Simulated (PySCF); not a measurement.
A structure optimised at PBE-D3(BJ)/def2-SVP, used in a PySCF frequency run:

```
C
H 1 1.1071
H 1 1.1116 2 107.71
C 1 1.5184 2 113.05 3 -125.22
H 4 1.1079 1 111.85 2 178.77
H 4 1.1090 5 107.86 1 -122.59
H 4 1.1114 5 108.15 6 -115.99
Te 1 2.1954 2 105.79 3 108.42
I 8 2.7431 1 95.94 2 61.13
```

Q: Write its SMILES and formula.

A: CC[Te]I, C2H5ITe

Q: What are its rotational constants (standard atomic weights)?

A: 2.7600, 0.89742, 0.69871 GHz
